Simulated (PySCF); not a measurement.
**How methods differ on the excitation energy of Ru**

Ru [Kr] 4d7 5s1 (5F) → Ru [Kr] 4d7 5p1 (high-spin determinant), as a difference of total energies. All numbers are calculated (PySCF 2.14, scalar relativity by spin-free X2C-1e, in ANO-RCC-VTZP (7s6p4d2f1g, 68 functions)). Correlated levels: valence: [Kr] frozen; valence and next inner shell: [Ar] 3d10 frozen. The calculations carry no spin-orbit coupling.

| method | excitation energy (eV) |
| --- | --- |
| UHF | 3.371 |
| LDA | 3.856 |
| PBE | 3.734 |
| PBE0 | 3.658 |
| r2SCAN | 3.729 |
| B3LYP | 3.716 |
| BLYP | 3.764 |
| B97-3 | 3.631 |
| MP2 (valence) | 3.698 |
| SCS-MP2 (valence) | 3.618 |
| MP2 (valence and next inner shell) | 3.814 |
| SCS-MP2 (valence and next inner shell) | 3.717 |

How much does correlation contribute at MP2 (valence and next inner shell)?

3.814 − (3.371) = 0.443 eV, measured against UHF.

A first-order spin-orbit estimate (lowest level to lowest level, LS coupling) adds 0.049 eV.

The basis was made for the ground configuration and has no added diffuse functions, so the excitation energy can come out too high.

The determinant of the upper state mixes LS terms, which raises its energy above the lowest term, most at the Hartree-Fock and MP2 levels.
